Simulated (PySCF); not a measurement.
# Exercise with solution: oscillator strength and radiative lifetime

2-fluorobut-1-ene (C4H7F), SMILES C=C(F)CC.

The structure is a stationary point at TPSSh-D3(BJ)/def2-SVP. The values are those of a single conformer.

TDA-B3LYP/def2-SVPD (PySCF) puts the first singlet state with f over 0.02 at 6.63 eV (vertical), with the transition dipole (-0.476, -0.105, 0.163) in atomic units.

Question: Find the oscillator strength, the wavelength and the radiative lifetime that this transition would have in vacuum if emission retraced absorption.

Answer: 
|μ|² = 0.2642 au, so |μ| = 1.31 D. ΔE = 6.63/27.211 = 0.2436 hartree. f = (2/3) ΔE |μ|² = 0.043 (the program prints 0.043).
λ = 1239.84/6.63 = 187 nm; ν = 53475 cm⁻¹.
Einstein's coefficient A = 0.6670 ν² f s⁻¹ (ν in cm⁻¹) = 8.2e7 s⁻¹, so τ = 1/A = 12 ns. This state is S1. The figure is the radiative limit of this one transition; relaxation, internal conversion, crossing to triplets and a medium change what is measured.
